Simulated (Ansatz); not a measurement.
## Cost against result

The pair of NH$_{3}$ (SMILES N, atoms 1–4) and CH$_{3}$I (SMILES CI, atoms 5–9), both closed shells, in one local arrangement (a lower one may exist), relaxed at PBE0-D4/def2-TZVP:

| atom | x (Å) | y (Å) | z (Å) |
| --- | --- | --- | --- |
| N1 | -0.1798 | -0.0385 | -1.7662 |
| H2 | 0.3570 | -0.6227 | -2.3954 |
| H3 | -0.9158 | -0.6167 | -1.3760 |
| H4 | -0.6270 | 0.6749 | -2.3289 |
| C5 | 0.4588 | 0.2643 | 1.5410 |
| I6 | -1.2121 | -1.0294 | 1.8326 |
| H7 | 0.5558 | 0.3987 | 0.4651 |
| H8 | 0.2380 | 1.1956 | 2.0537 |
| H9 | 1.3252 | -0.2264 | 1.9740 |

Interaction energies are counterpoise-corrected; the time is that of the whole pair.

Ansatz 0.2.0; basis: as named in each row; cores frozen in the correlated methods. Filled d shells of the heavier atoms are correlated. Core potentials replace the inner electrons of the atoms past krypton. The def2 sets are not built for correlating such inner shells, so the correlated values are less sure here. B3LYP uses VWN-RPA correlation. Extrapolation: Hartree–Fock as exp(−7.88 √X), correlation as X^−2.97.

Times are rough, for one single point on 4 threads of a shared host (Intel Xeon Platinum 8488C).

The estimate by CCSD(T) at an estimated basis limit (MP2 extrapolated from triple and quadruple zeta, plus CCSD(T) − MP2 in triple zeta) is -13.8 kJ/mol.

```csv
method,basis,time (s),interaction energy (kJ/mol),method less estimate
SPW92,def2-SVP,under 1,-25.4,-11.6
PBE-D4,def2-SVP,under 1,-18.3,-4.5
PBE0-D4,def2-SVP,under 1,-17.8,-4.0
PBE-D4,def2-TZVPPD,2,-15.6,-1.8
revPBE-D4,def2-TZVPPD,2,-13.4,0.4
BLYP-D4,def2-TZVPPD,2,-13.4,0.4
HSE06-D4,def2-TZVPPD,2,-15.1,-1.3
PBE0-D4,def2-TZVPPD,2,-15.1,-1.3
r2SCAN-D4,def2-TZVPPD,2,-13.5,0.3
B3LYP-D4,def2-TZVPPD,2,-14.1,-0.3
wB97M-V,def2-SVP,3,-15.9,-2.1
CCSD(T),def2-SVP,3,-9.1,4.7
wB97X-V,def2-TZVPPD,5,-13.5,0.3
B2PLYP,def2-TZVPPD,5,-9.8,4.0
B97M-V,def2-TZVPPD,6,-14.0,-0.2
wB97M-V,def2-TZVPPD,6,-13.6,0.2
MP2,def2-QZVPPD,16,-13.7,0.1
CCSD(T),def2-TZVPPD,91,-12.2,1.6
```

No T1 diagnostic of these runs exceeds 0.009.
